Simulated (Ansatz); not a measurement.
`BC1=CC1` + HI → `IC1=CC1` + BH₃  (substitution at a C–B bond)

Program: Ansatz. Geometries: PBE0-D4/def2-TZVP. ΔE: electronic, gas phase. CCSD(T)/CBS is the MP2 limit (def2-TZVPP, def2-QZVPP) plus CCSD(T) − MP2 in def2-TZVPP, frozen cores. This one scheme is used for every species. Functionals use def2-TZVPP. B3LYP here is the variant with VWN-RPA as its local correlation; programs differ in this. HSE06 is defined as in plane-wave codes. Elements past krypton have def2 core potentials. For I outer-core shells are correlated without core-valence functions, which leaves a few kJ/mol of doubt a bond.

| level | ΔE (kJ/mol) | difference from CCSD(T)/CBS |
| --- | --- | --- |
| LDA (SPW92) | 139.3 | 37.2 |
| PBE-D4 | 114.8 | 12.7 |
| revPBE-D4 | 110.9 | 8.8 |
| BLYP-D4 | 97.6 | -4.5 |
| r2SCAN-D4 | 117.2 | 15.1 |
| B97M-V | 115.6 | 13.5 |
| PBE0-D4 | 111.9 | 9.8 |
| B3LYP-D4 | 97.4 | -4.7 |
| r2SCANh-D4 | 116.2 | 14.1 |
| r2SCAN0-D4 | 114.6 | 12.5 |
| HSE06-D4 | 111.8 | 9.7 |
| BHLYP-D4 | 92.1 | -10.0 |
| CAM-B3LYP-D4 | 101.7 | -0.4 |
| ωB97X-V | 101.6 | -0.5 |
| ωB97M-V | 111.4 | 9.3 |
| B2PLYP | 99.4 | -2.7 |
| PBE-QIDH | 108.2 | 6.1 |
| PBE | 115.8 | 13.7 |
| revPBE | 107.5 | 5.4 |
| r2SCAN | 117.4 | 15.3 |
| PBE0 | 113.0 | 10.9 |
| B3LYP | 99.3 | -2.8 |
| r2SCANh | 116.5 | 14.4 |
| r2SCAN0 | 115.0 | 12.9 |
| BHLYP | 95.6 | -6.5 |
| LC-ωPBE | 108.5 | 6.4 |
| RPA@PBE/def2-TZVPP | 94.4 | -7.7 |
| MP2/def2-SVP | 108.2 | 6.1 |
| CCSD/def2-SVP | 103.3 | 1.2 |
| CCSD(T)/def2-SVP | 107.6 | 5.5 |
| HF/def2-TZVPP | 75.4 | -26.7 |
| MP2/def2-TZVPP | 101.8 | -0.3 |
| SCS-MP2/def2-TZVPP | 91.9 | -10.2 |
| CCSD/def2-TZVPP | 98.8 | -3.3 |
| CCSD(T)/def2-TZVPP | 102.7 | 0.6 |
| MP2/def2-QZVPP | 101.4 | -0.7 |
| SCS-MP2/def2-QZVPP | 91.6 | -10.5 |
| HF/CBS(def2) | 75.3 | -26.8 |
| MP2/CBS(def2) | 101.1 | -1.0 |
| CCSD/CBS(def2) | 98.1 | -4.0 |
| CCSD(T)/CBS | 102.1 | 0 |

Largest T1 diagnostic among the species: 0.011.

At CCSD(T), def2-SVP lies +5.5 kJ/mol from the extrapolated value and def2-TZVPP +0.6 kJ/mol. From BLYP to BHLYP (50 % exact exchange), in def2-TZVPP and without D4, ΔE moves by −3.2 kJ/mol.
